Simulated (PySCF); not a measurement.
SMILES CC[SiH2][SiH2]c1ccccc1, singlet (GFN2-xTB optimised geometry):

```
24

C     -3.306    -1.004     3.139
C     -3.014    -2.499     3.104
Si    -1.379    -2.903     2.208
Si    -1.397    -2.048     0.052
C     -0.446    -0.417     0.000
C     -1.096     0.812     0.008
C     -0.387     2.000     0.010
C      0.997     1.979     0.006
C      1.664     0.765     0.000
C      0.946    -0.417     0.000
H     -2.507    -0.468     3.648
H     -3.389    -0.604     2.129
H     -4.239    -0.798     3.662
H     -2.984    -2.880     4.126
H     -3.842    -3.012     2.610
H     -0.285    -2.352     3.026
H     -1.217    -4.365     2.247
H     -0.760    -2.944    -0.925
H     -2.744    -1.769    -0.473
H     -2.177     0.840     0.006
H     -0.913     2.944     0.014
H      1.555     2.904     0.006
H      2.744     0.741    -0.005
H      1.473    -1.361    -0.005
```

Calculation: B3LYP/def2-SVP (PySCF 2.14.0).

Problem. What are the frontier orbital energies and the dipole moment?

Solution. HOMO-2 -7.96 eV, HOMO-1 -7.09 eV, HOMO -6.87 eV, LUMO -0.64 eV, LUMO+1 -0.38 eV; dipole moment 0.82 D.

On the same geometry PBE/def2-SVP (PySCF) gives HOMO-2 -6.99 eV, HOMO-1 -6.34 eV, HOMO -6.11 eV, LUMO -1.37 eV, LUMO+1 -1.14 eV; dipole moment 0.88 D.

Meta-Löwdin charges at B3LYP/def2-SVP: C1 -0.27, C2 -0.37, Si3 0.39, Si4 0.38, C5 -0.21, C6 -0.10, C7 -0.10, C8 -0.10, C9 -0.10, C10 -0.09, H11 0.09, H12 0.09, H13 0.09, H14 0.10, H15 0.10, H16 -0.10, H17 -0.10, H18 -0.10, H19 -0.10, H20 0.09, H21 0.10, H22 0.10, H23 0.10, H24 0.09.
